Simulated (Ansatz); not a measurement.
CH₇AlSi₂ (`[AlH2][SiH]1C[SiH2]1`), relaxed with RKS PBE-D4/def2-SVP in Ansatz from a rough embedded geometry. The force threshold is 0.03 eV/Å; the program also tests the step.

Total charge 0; spin multiplicity 1.

Start:

```xyz
11

Al    0.203   -0.582    2.184
Si    0.008    0.870    0.420
C    -0.984    0.249   -0.986
Si    0.652   -0.176   -1.505
H     1.054   -0.197    3.520
H    -0.484   -2.056    2.189
H     0.458    2.271    0.375
H    -1.483    1.082   -1.629
H    -1.665   -0.561   -0.735
H     0.971   -1.605   -1.323
H     1.269    0.705   -2.509
```

(1) By how much does the energy fall, and how many steps does the optimiser take? (An estimate is asked.)

(2) Which bonds change most? (Best estimate.)

(3) Give the relaxed structure. (Estimate.)

Answers

(1) Computed: 0.79 eV, in 15 steps, 1 of them rejected.

(2) Computed: Si2–Si4 from 2.284 to 2.447 Å; C3–Si4 from 1.769 to 1.897 Å; Al1–Si2 from 2.293 to 2.417 Å.

(3) The calculation gave: 
```xyz
11

Al    0.513   -0.655    1.849
Si   -0.752    1.030    0.665
C    -1.142    0.440   -1.127
Si    0.580   -0.318   -0.883
H     1.665   -0.068    2.790
H    -0.085   -2.134    1.980
H     0.124    2.252    0.420
H    -1.244    1.237   -1.885
H    -1.946   -0.314   -1.207
H     0.578   -1.816   -0.995
H     1.709    0.346   -1.607
```
